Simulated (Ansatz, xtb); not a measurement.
Relative energy of two structures of H5InN2

We compare I, a singlet given by its coordinates, with II, `[NH2][InH][NH2]`, a singlet. Both are isolated molecules in the gas phase, relaxed with PBE0-D3(BJ)/def2-SVP; the shapes shown needn't be the lowest conformers.

I (Å):

```xyz
8

In    0.8738    0.2147    1.3728
N    -0.6611   -0.6676    0.2178
N     0.0214   -1.8786    0.6079
H    -0.7287   -0.6169   -0.7984
H    -0.6296   -2.5683    0.9853
H     0.5688   -2.3245   -0.1303
H     2.4204    0.3282    0.6093
H     0.3737    0.5872    2.9721
```

Close contacts (Å): In1–N2 2.11, In1–N3 2.39, N2–N3 1.44, In1–H7 1.73, In1–H8 1.72, N2–H4 1.02, N3–H5 1.02, N3–H6 1.02.

II (Å):

```xyz
8

In    0.0293   -0.1381    0.6352
N    -0.7344   -1.7067   -0.3976
N     1.7071   -0.5998    1.6755
H    -1.6723   -1.6596   -0.7807
H    -0.5280   -2.6583   -0.1128
H    -0.5431    1.4657    0.4527
H     2.0582    0.0318    2.3871
H     1.8958   -1.5593    1.9457
```

Task: Estimate E(II) − E(I) at the level CCSD(T)/def2-TZVP.

Result: Calculated at CCSD(T)/def2-TZVP: E(II) − E(I) = −48.6 kcal/mol, so structure II lies lower.

The same difference at several levels:

| level | geometry | E(II) − E(I) (kcal/mol) | departure from the last row (kcal/mol) | job, with rough time for the two |
| --- | --- | --- | --- | --- |
| PBE0-D3(BJ)/def2-SVP | PBE0-D3(BJ)/def2-SVP | −40.9 | +7.7 | optimisation, 1.9 min |
| HF/def2-TZVP | PBE0-D3(BJ)/def2-SVP | −49.6 | −1.0 | part of the CCSD(T) run |
| MP2/def2-TZVP | PBE0-D3(BJ)/def2-SVP | −51.9 | −3.3 | part of the CCSD(T) run |
| CCSD(T)/def2-TZVP | PBE0-D3(BJ)/def2-SVP | −48.6 |  | single point, 2.5 min |

The levels shown agree on the order. The largest departure from CCSD(T)/def2-TZVP is that of PBE0-D3(BJ)/def2-SVP, 7.7 kcal/mol. Levels run at GFN2-xTB geometries aren't shown.

With harmonic frequencies from PBE0-D3(BJ)/def2-SVP (ideal gas, rigid rotor, one conformer each, 298.15 K, 1 atm): the zero-point term adds +0.6 kcal/mol; ΔH is −47.3 and ΔG −48.7 kcal/mol.

The correlated steps freeze 6 core orbitals; the filled d shell of In is correlated, in a basis made for valence electrons. Atoms past krypton carry core potentials in the def2 sets and no spin–orbit term is included. Mirror images aren't counted in ΔG. Codes used: Ansatz 0.2.0; the last row on 1 thread of Intel(R) Xeon(R) Processor @ 2.50GHz (Skylake/Cascade Lake) on a shared host.
